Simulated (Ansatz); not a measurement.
This geometry of CH4O2Sn (8 atoms, charge 0, multiplicity 1) is a first-order saddle point.

Computed with RKS PBE-D4/def2-SVP in Ansatz 0.2.0.

```xyz
8
Properties=species:S:1:pos:R:3
C -0.191 1.128 -0.022
O 1.067 0.659 0.413
Sn 1.546 -1.302 0.647
O -0.274 -2.059 0.131
H -0.918 0.302 -0.201
H -0.628 1.818 0.737
H -0.081 1.713 -0.965
H -0.429 -2.316 -0.796
```

Q: Which two structures does it join? (They come from a converged band through this point; their orientation in space is the band's.)

A: No bond is made or broken. The dihedral O2–Sn3–O4–H8 goes from 4 to -180°.

Initial state:

```xyz
8
Properties=species:S:1:pos:R:3
C -0.204 1.042 -0.014
O 0.996 0.575 0.538
Sn 1.593 -1.365 0.719
O 0.022 -2.260 -0.200
H -1.005 0.262 -0.102
H -0.628 1.860 0.614
H -0.050 1.464 -1.037
H -0.631 -1.635 -0.574
```

Final state:

```xyz
8
Properties=species:S:1:pos:R:3
C -0.169 1.201 -0.031
O 1.032 0.656 0.475
Sn 1.463 -1.315 0.571
O -0.321 -1.879 -0.241
H -0.892 0.428 -0.376
H -0.668 1.819 0.753
H 0.051 1.880 -0.889
H -0.403 -2.848 -0.317
```

Q: How far does it lie above each of them?

A: 3.8 kcal/mol above the first and 3.5 kcal/mol above the second. This is the barrier of this one path; another mechanism may lie lower.

The run took 4.1 min on 1 thread of Intel(R) Xeon(R) Processor @ 2.70GHz, with other jobs on the host, peak memory 0.14 GiB.
